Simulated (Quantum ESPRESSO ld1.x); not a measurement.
The numbers below are computed, except where a source is named.
Problem. Species: Pr49+. Configuration: [Ne]. Level of theory: Dirac Kohn-Sham, relativistic LDA (MacDonald-Vosko exchange, VWN5 correlation), spin-unpolarised, spherical densities, point nucleus (ld1.x of Quantum ESPRESSO 7.5). Some entries of the table are withheld. Estimate them.

| orbital | occ. | eigenvalue (hartree) | <r^2> (bohr^2) |
|---|---|---|---|
| 1s1/2 | 2 | (1) | 0.0007938 |
| 2s1/2 | 2 | -369.171 | 0.01204 |
| 2p1/2 | 2 | (2) | 0.008750 |
| 2p3/2 | 4 | (3) | 0.009894 |
| 3s1/2 | 0 | (4) | (5) |
| 3p1/2 | 0 | -149.366 | 0.05934 |
| 3p3/2 | 0 | -144.407 | 0.06376 |

Solution. 
(1) 1s1/2 eigenvalue (hartree): -1658.22
(2) 2p1/2 eigenvalue (hartree): -358.057
(3) 2p3/2 eigenvalue (hartree): -339.755
(4) 3s1/2 eigenvalue (hartree): -153.085
(5) 3s1/2 <r^2> (bohr^2): 0.06592
